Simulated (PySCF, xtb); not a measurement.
methoxyethene (C₃H₆O), SMILES C=COC. Atoms are numbered in the order given.

```xyz
10

C     -0.0741     1.8798     0.0000
C      0.3499     0.6127     0.0000
O     -0.4944    -0.4457     0.0000
C      0.1036    -1.7226     0.0000
H     -1.1402     2.1175     0.0000
H      0.6508     2.6940     0.0000
H      1.4204     0.3636     0.0000
H     -0.7086    -2.4622     0.0000
H      0.7282    -1.8832    -0.8984
H      0.7282    -1.8832     0.8984
```

Coordinates come from a B3LYP-D3(BJ)/def2-SVP optimisation. Other conformers were not sampled.

Calculation: IEF-PCM-ωB97X/def2-SVP in PySCF.

The values are the electrostatic part of the solvation free energy, E(continuum) − E(gas) at the gas-phase geometry, in a cavity of scaled van der Waals radii (PySCF's table); cavitation and dispersion terms are not included. In vacuum the orbital gap is 11.92 eV. The dipole moment in vacuum is 1.86 D.

Computed values in water (ε = 78.36), cyclohexanone (ε = 15.62), 2-propanol (ε = 19.26):
```
solvent            ε  ΔG(elec) (kcal/mol)  dipole (D)  gap (eV)
-------------  -----  -------------------  ----------  --------
water          78.36                 -3.6        2.40     11.97
cyclohexanone  15.62                 -3.3        2.35     11.96
2-propanol     19.26                 -3.3        2.36     11.96
```

For comparison, GFN2-xTB/ALPB(water) (xtb, at the GFN2-xTB geometry, all terms of that model) gives -1.2 kcal/mol.
